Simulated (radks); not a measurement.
Results of a calculation; reference values are marked as such.
Species: Ge-. Configuration: [Ar] 3d10 4s2 4p3. Code: a radial shooting solver on a logarithmic mesh with Libxc functionals. Model: scalar-relativistic Kohn-Sham, PBE, spin-polarised, spherical densities, point nucleus; open shells are filled with parallel spins first; hard spherical wall at 5 bohr. Some entries of the table are withheld. Estimate them.

| orbital | occ. | eigenvalue (eV) | r(max) (bohr) |
|---|---|---|---|
| 1s up | 1 | -10947.96 | 0.03073 |
| 1s down | 1 | -10947.87 | 0.03073 |
| 2s up | 1 | -1358.745 | 0.1760 |
| 2s down | 1 | -1358.719 | 0.1760 |
| 2p up | 3 | -1185.661 | 0.1412 |
| 2p down | 3 | -1185.591 | 0.1412 |
| 3s up | 1 | -155.5136 | 0.5423 |
| 3s down | 1 | -155.4121 | 0.5424 |
| 3p up | 3 | -102.6519 | 0.5431 |
| 3p down | 3 | -102.5327 | 0.5432 |
| 3d up | 5 | -16.4553 | 0.5039 |
| 3d down | 5 | -16.2210 | 0.5037 |
| 4s up | 1 | -1.3962 | 1.819 |
| 4s down | 1 | 0.8051 | 1.772 |
| 4p up | 3 | 6.4083 | 2.300 |
| 4p down | 0 | 8.7808 | 2.271 |
| 4d up | 0 | (1) | 3.088 |
| 4d down | 0 | (2) | 3.149 |
| 5s up | 0 | 20.1647 | 3.624 |
| 5s down | 0 | 21.7593 | 3.641 |
| 5p up | 0 | (3) | 3.789 |
| 5p down | 0 | (4) | 3.801 |

Answer. 
(1) 4d up eigenvalue (eV): 16.7935
(2) 4d down eigenvalue (eV): 19.0577
(3) 5p up eigenvalue (eV): 27.0675
(4) 5p down eigenvalue (eV): 28.6464
